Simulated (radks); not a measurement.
Valence configurations of Ti II (all share [Ar]). Calculated with a radial shooting solver on a logarithmic mesh with Libxc functionals: scalar-relativistic Kohn-Sham, PBE, spin-polarised, spherical densities, finite nucleus; open shells are filled with parallel spins first; Fermi nuclear charge, rms radius 3.5921 fm. Energies are relative to 3d2 4s1; eigenvalues in eV for spin up.

valence          E (eV)  moment (Bohr magnetons)    e(3d)   e(4p)    e(4s)
3d2 4s1           0.000                        3  -12.107       -  -10.940
3d1.5 4s1 4p0.5   2.938                        3  -14.680  -7.963  -12.104
3d2 4s0.5 4p0.5   1.953                        3  -12.637  -7.332  -11.247
3d1 4s1 4p1       6.752                        3  -17.428  -8.862  -13.251
3d2 4p1           3.913                        3  -13.154  -7.623        -
3d1.5 4s1.5       1.568                        2  -14.090       -  -11.516
3d3              -0.190                        3   -8.711       -        -
3d1 4s2           3.555                        1  -16.285       -  -12.058
3d2.5 4s0.5      -0.326                        3  -10.283       -  -10.121
3d1 4s1.5 4p0.5   5.339                        2  -16.896  -8.412  -12.718

NIST lists [Ar] 3d2 4s1 as the ground configuration; this level of theory puts 3d2.5 4s0.5 lower, by 0.326 eV. The energies are those of spherical high-spin densities, not of single terms.
